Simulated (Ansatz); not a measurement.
A structure relaxed at PBE0-D4/def2-TZVPD in Ansatz, charge -1, doublet:

```xyz
4

Ru    0.730   -0.611   -0.800
Ru   -0.781    0.638    0.885
H    -1.014   -0.721   -0.450
H     1.065    0.694    0.364
```

(1) Give its formula and point group.

(2) Summarise the bond lengths by kind (pairs closer than 1.2 times the sum of covalent radii, bridged metal pairs left out).

Answers

(1) Ru2H2⁻. Point group C2v (tolerance 0.1 Å).

(2) 4 × H–Ru 1.78 to 1.92 Å.

In the def2 sets Ru takes a core potential; there is no spin–orbit coupling. The charge -1 doublet is spin-contaminated (final ⟨S²⟩ up to 3.64, 0.75 for a pure state). The highest occupied level of the charge -1 doublet lies above zero (up to 0.60 eV). The electron is either unbound and held by the finite basis, or the level is raised by self-interaction error. Another isomer (quartet) lies 1.06 eV lower at PBE0-D4/def2-TZVPD; other spin states weren't run for this one.
